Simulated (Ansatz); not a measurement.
`COB[SiH3]` + CH₃SH → `COBCS` + SiH₄  (formal exchange of groups at a B–Si bond)

Gas-phase electronic energies from Ansatz, PBE0-D4/def2-TZVP geometries. CCSD(T)/CBS adds triple-zeta CCSD(T) − MP2 to the extrapolated MP2 energy (def2 sets, frozen cores). This one scheme is used for every species. DFT in def2-TZVPP. B3LYP here is the variant with VWN-RPA as its local correlation; programs differ in this. Each species was taken in one conformer, which may not be the lowest.

`COB[SiH3]`:

Z-matrix (Å, degrees):
```
C
O 1 1.416
H 1 1.091 2 108.7
H 1 1.091 2 108.7 3 -118.3
H 1 1.093 2 111.1 3 120.9
B 2 1.341 1 122.5 3 -121.0
Si 6 2.025 2 119.1 1 -179.9
H 6 1.208 2 118.8 1 0.0
H 7 1.492 6 110.0 2 -122.4
H 7 1.492 6 109.9 2 120.3
H 7 1.489 6 113.5 2 -1.0
```

CH₃SH:

```xyz
6

C    -0.043    0.383   -0.305
S    -0.499   -0.649    1.106
H     0.958    0.795   -0.192
H    -0.758    1.206   -0.322
H    -0.123   -0.165   -1.243
H     0.465   -1.570    0.956
```

`COBCS`:

```xyz
12

C     0.009   -2.139    0.204
O    -0.250   -0.817    0.625
B     0.353    0.245    0.061
C    -0.108    1.683    0.469
S    -1.137    2.186   -0.956
H     0.823   -2.172   -0.526
H     0.277   -2.740    1.075
H    -0.895   -2.554   -0.245
H     1.202    0.080   -0.780
H     0.678    2.420    0.634
H    -0.785    1.683    1.324
H    -0.167    2.126   -1.884
```

SiH₄:

Z-matrix (Å, degrees):
```
Si
H 1 1.485
H 1 1.485 2 109.5
H 1 1.485 2 109.5 3 -120.0
H 1 1.485 2 109.5 3 120.0
```

(1) Is it downhill or uphill in electronic energy at CCSD(T)/CBS, and by how much? (Best estimate.)

(2) What do these levels give: r2SCAN-D4, B3LYP-D4, PBE, r2SCAN, B3LYP, SCS-MP2/def2-TZVPP, CCSD/def2-TZVPP, HF/def2-QZVPP, SCS-MP2/def2-QZVPP, HF/CBS(def2), MP2/CBS(def2), CCSD/CBS(def2)? (Best estimate.)

Largest T1 diagnostic among the species: 0.014.

## Answers

(1) Ansatz gave: Downhill: ΔE = -0.34 eV.

(2) Computed: r2SCAN-D4 -0.34, B3LYP-D4 -0.33, PBE -0.26, r2SCAN -0.33, B3LYP -0.30, SCS-MP2/def2-TZVPP -0.39, CCSD/def2-TZVPP -0.34, HF/def2-QZVPP -0.35, SCS-MP2/def2-QZVPP -0.38, HF/CBS(def2) -0.35, MP2/CBS(def2) -0.40, CCSD/CBS(def2) -0.33 eV.

The D4 term adds −0.04 eV with B3LYP and −0.02 eV with PBE0; it sums over pairs of atoms, weighted by their polarisabilities, and B3LYP, whose exchange is more repulsive, gets the larger term.
